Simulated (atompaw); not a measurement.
## Ranking PAW (atompaw) potentials for phosphorus (P)

All share these settings but for the change named:

P, PAW, made with atompaw 4.2.0.5 (PBEsol, non-relativistic). Core [Ne], reference 3s2 3p3. Waves: 3s (bound): rc 2.15 bohr; 3s channel at 0.3 Ry: rc 1.60 bohr; 3p (bound): rc 2.15 bohr; 3p channel at 1.55 Ry: rc 2.15 bohr; 3d channel at 0.3 Ry: rc 2.15 bohr; 3d channel at 1.65 Ry: rc 2.15 bohr. Local part: troulliermartins scheme with l = 3 at 0.5 Ry, radius 1.50 bohr. Core correction: smooth core density matched at 1.70 bohr. Augmentation charge: sinc compensation charge, radius 1.75 bohr; PAW radius 2.15 bohr; waves and projectors: custom rrkj gramschmidtortho.

Cutoff: the first of the cutoffs (Ry, on a coarse ladder) from which the occupation-weighted sum of valence levels, in a spherical-Bessel basis at the reference potential, stays within 10 and 1 mRy of its value at 400 Ry; the density cutoff is not measured.

The base gives 12 Ry.

Of 5 variants that were run, those that failed, showed a ghost or another fault, or gave nearly equal values are left out.

A variant can come out equal or close to the base.

(1) Rank these variants from softest to hardest (loose cutoff).
A. all radii scaled by about 0.79 (s 1.70, p 1.70, d 1.70 bohr); local potential troulliermartins scheme with l = 3 at 0.5 Ry, radius 1.18 bohr; augmentation sinc compensation charge, radius 1.38 bohr; PAW radius 1.70 bohr; waves and projectors: custom rrkj gramschmidtortho; core correction smooth core density matched at 1.34 bohr
B. all radii scaled by about 1.29 (s 2.78, p 2.78, d 2.78 bohr); local potential troulliermartins scheme with l = 3 at 0.5 Ry, radius 1.94 bohr; augmentation sinc compensation charge, radius 2.26 bohr; PAW radius 2.78 bohr; waves and projectors: custom rrkj gramschmidtortho; core correction smooth core density matched at 2.20 bohr
C. all radii scaled by about 1.14 (s 2.46, p 2.46, d 2.46 bohr); local potential troulliermartins scheme with l = 3 at 0.5 Ry, radius 1.72 bohr; augmentation sinc compensation charge, radius 2.00 bohr; PAW radius 2.46 bohr; waves and projectors: custom rrkj gramschmidtortho; core correction smooth core density matched at 1.96 bohr

## Answers

(1) B (8 Ry), C (10 Ry), A (12 Ry).
